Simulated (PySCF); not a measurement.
Delta-SCF ions had no search for a lower state. Excitations are Tamm–Dancoff values on a coarser integration grid. The basis has no diffuse functions, so Rydberg states are missing or too high.

**C₃H₃NS, SMILES `n1ccsc1` (charge 0, multiplicity 1)**

Method: PBE0-D4/def2-TZVP run with PySCF 2.14.0.

```
Quantity                                                                    Value
------------------------------------------------  -------------------------------
HOMO                                                                     -7.35 eV
dipole moment                                                              1.59 D
HOMO–LUMO gap                                                             6.55 eV
LUMO                                                                     -0.81 eV
S1 excitation (TDA)                                                       5.48 eV
S1 oscillator strength                                                      0.000
brightest of the four lowest singlets (TDA)                               6.02 eV
T1 excitation (TDA)                                                       3.91 eV
S1–T1 gap (TDA)                                                           1.58 eV
vertical ionisation energy (Delta-SCF)                                    9.49 eV
adiabatic ionisation energy (no zero-point term)                          9.25 eV
hole reorganisation energy (four-point)                                  0.481 eV
total energy                                                         -568.7989 Ha
cost                                              around 2.6 core-minutes (rough)
```

Bond lengths (Å): C1–C2 1.361, C1–N5 1.363, C1–H6 1.082, C2–S3 1.704, C2–H7 1.078, S3–C4 1.716, C4–N5 1.296, C4–H8 1.082. Angles (°): C2–C1–N5 115.7, C2–C1–H6 124.8, N5–C1–H6 119.5, C1–C2–S3 109.5, C1–C2–H7 128.7, S3–C2–H7 121.8, C2–S3–C4 89.4, S3–C4–N5 115.0, S3–C4–H8 121.0, N5–C4–H8 124.0, C1–N5–C4 110.4.
